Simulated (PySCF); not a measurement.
Computed vibrations of [Yb(OH)3]−

[Yb(OH)3]− (singlet in the valence; each metal's 4f electrons, 14 of them, lie in its core potential, out of spins and levels). PySCF 2.14.0, RKS PBE0, Yb lcecp-0-SVP with ECP60, O def2-SVP, H def2-SVP; non-relativistic Hamiltonian with scalar-relativistic core potentials where named; density fitting; no spin-orbit coupling. Central differences of gradients.

```xyz
7

Yb    0.0000    0.0000    0.0000
O     2.1952    0.0000    0.0000
H     3.1524    0.0000    0.0000
O    -1.0976    1.9011    0.0000
H    -1.5762    2.7300    0.0000
O    -1.0976   -1.9011    0.0000
H    -1.5762   -2.7300    0.0000
```

Run from Python with OMP_NUM_THREADS=2. Where DIIS fails, smearing, a level shift and second-order steps follow.
It took 27 s on 2 threads of Arm Neoverse V1 (shared host).

Task: What are the harmonic wavenumbers and infrared intensities?

Result: Modes are labelled in D3h; negative numbers are unstable modes, those under 60 cm⁻¹ near the noise; a finer grid moves soft modes by up to 10 cm⁻¹.
```tsv
cm⁻¹	km/mol	symmetry
78	0.0	a2'
88	23.1	a2''
108	4.1	e'
108	4.1	e'
196	193.1	e'
196	193.1	e'
309	0.0	e''
309	0.0	e''
313	333.6	a2''
438	109.9	e'
438	109.9	e'
460	0.0	a1'
3972	0.1	e'
3972	0.1	e'
3973	0.0	a1'
```

Task: Is this a minimum?

Result: Yes. Ideal gas at 298.15 K and 1 bar: S = 378.7 J/(mol K), Cp = 119.3 J/(mol K), H − H(0 K) = 26.0 kJ/mol (rigid rotor, harmonic modes, spin degeneracy alone, that of the 4f electrons in the core included).

An lcecp potential fixes the number of 4f electrons, so in runs with it no electron can move into or out of that shell.
